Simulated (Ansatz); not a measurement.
Isolated molecules relaxed with PBE0-D4/def2-TZVP in Ansatz; ΔE leaves out vibrations. CBS: MP2 limit from def2 TZ/QZ plus the TZ coupled-cluster correction, frozen cores. This one scheme is used for every species, atoms too. Functionals use def2-TZVPP. B3LYP here is the variant with VWN-RPA as its local correlation; programs differ in this. HSE06 is defined as in plane-wave codes. No spin–orbit coupling; open shells (•) take unrestricted orbitals. Spin–orbit coupling would lower the free atoms: a little for B, C, F, Si.

`BC(F)[SiH3]` → B• + C• + F• + 6 H• + Si•  (atomization)

`BC(F)[SiH3]`:

Z-matrix (Å, degrees):
```
C
F 1 1.391
Si 1 1.941 2 108.7
B 1 1.519 2 117.4 3 112.3
H 1 1.096 2 109.0 3 -112.3
H 3 1.486 1 111.3 2 86.0
H 3 1.482 1 106.4 2 -33.3
H 3 1.483 1 108.8 2 -153.2
H 4 1.198 1 117.2 2 175.3
H 4 1.193 1 121.6 2 -11.3
```

Task: What is ΔE at CCSD(T)/CBS? (Estimate.)

Result: Ansatz gave: +800.0 kcal/mol.

Task: What do these levels give: LDA (SPW92), HSE06-D4, BHLYP-D4, B2PLYP, PBE, revPBE, r2SCAN, PBE0, B3LYP, CCSD/def2-SVP, MP2/CBS(def2), CCSD/CBS(def2)? (An estimate is asked.)

Result: Computed: LDA (SPW92) 907.3, HSE06-D4 801.3, BHLYP-D4 787.6, B2PLYP 794.4, PBE 806.5, revPBE 780.9, r2SCAN 805.0, PBE0 797.4, B3LYP 797.8, CCSD/def2-SVP 752.8, MP2/CBS(def2) 806.9, CCSD/CBS(def2) 791.1 kcal/mol.

Largest T1 diagnostic among the species: 0.014.

At CCSD(T), def2-SVP lies −41.1 kcal/mol from the extrapolated value and def2-TZVPP −18.4 kcal/mol: correlation converges slowly with the basis, and small sets miss more of it in the bonded molecule than in its fragments. From PBE to PBE0 (25 % exact exchange), in def2-TZVPP and without D4, ΔE moves by −9.1 kcal/mol: exact exchange takes away binding that semilocal exchange gives to molecules. Leaving LDA and LC-ωPBE aside and taking each functional with its dispersion term where it has one, the values, not all of them listed here, spread over 22.9 kcal/mol, from BHLYP-D4 to PBE-D4. LDA lies +100.8 kcal/mol from PBE without D4, its usual overbinding.

For atomizations the MP2-based limit and the directly extrapolated one differ by several kJ/mol either way, and by 10 to 25 for some Ge, Se and Sn compounds, so smaller differences from it don't rank the levels.
